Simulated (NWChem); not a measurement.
Species: C5H3N; SMILES C(=C\C#N)/C#C

All runs: NWChem. Coordinates come from a PBE-D3(BJ)/def2-SVP optimisation. Level: M06-2X/def2-SVP with SMD (1 M gas to 1 M solution), gas-phase geometry.

For solvent 2-propanol:

| Property | Value |
|---|---|
| solvation free energy (kcal/mol) | -5.0 |
| cavity-dispersion-structure term (kcal/mol) | 3.0 |

Q: How do the values read with solvent water instead?

A: The solvation free energy (kcal/mol) comes out as -2.3 and the cavity-dispersion-structure term (kcal/mol) comes out as 6.1.
